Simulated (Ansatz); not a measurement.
Two members of one family (Series BiH2X), computed with Ansatz in the gas phase; def2 core potentials for Bi, no spin–orbit coupling. The two geometries come from different levels. Binding counts from free atoms in the multiplicity of their measured ground term, without zero-point energy. The structures are stationary points that may keep the symmetry of their start.

First: BiH2(vinyl) (singlet, charge 0, PBE-D4/def2-TZVP geometry).

| atom | x (Å) | y (Å) | z (Å) |
| --- | --- | --- | --- |
| Bi1 | 0.283 | -1.555 | -0.851 |
| H2 | 0.848 | -2.427 | 0.633 |
| H3 | -1.381 | -2.214 | -0.570 |
| C4 | -0.159 | 0.333 | 0.304 |
| C5 | 0.259 | 1.525 | -0.127 |
| H6 | -0.730 | 0.242 | 1.232 |
| H7 | 0.832 | 1.651 | -1.051 |
| H8 | 0.049 | 2.446 | 0.430 |

| level | HOMO (eV) | LUMO (eV) | gap (eV) | binding per atom (eV) |
| --- | --- | --- | --- | --- |
| PBE-D4/def2-SVP | -6.26 | -1.13 | 5.13 | 3.47 |
| r2SCAN-D4/def2-TZVPD | -6.59 | -1.12 | 5.46 | 3.37 |
| B97M-V/def2-TZVP | -6.51 | -1.08 | 5.43 | 3.42 |
| PBE0-D4/def2-SVP | -7.30 | -0.22 | 7.08 | 3.38 |
| PBE0-D4/def2-TZVP | -7.36 | -0.36 | 7.00 | 3.38 |

Second: BiH2(OMe) (singlet, charge 0, r2SCAN-D4/def2-TZVP geometry).

```xyz
8

Bi    1.242   -1.128   -0.394
H     1.733   -1.823    1.189
H     0.302   -2.624   -0.728
O    -0.404   -0.148    0.447
C    -0.651    1.155   -0.038
H     0.181    1.851    0.151
H    -1.530    1.538    0.490
H    -0.874    1.179   -1.116
```

**Question.** What does the change do? Estimate second minus first.

**Answer.** 
| level | Δ HOMO (eV) | Δ LUMO (eV) | Δ gap (eV) | Δ binding per atom (eV) |
| --- | --- | --- | --- | --- |
| PBE-D4/def2-SVP | 0.80 | -0.61 | -1.42 | -0.28 |
| r2SCAN-D4/def2-TZVPD | 0.46 | -0.64 | -1.10 | -0.25 |
| B97M-V/def2-TZVP | 0.30 | -0.78 | -1.08 | -0.25 |
| PBE0-D4/def2-SVP | 0.23 | -0.74 | -0.97 | -0.31 |
| PBE0-D4/def2-TZVP | 0.07 | -0.85 | -0.92 | -0.29 |
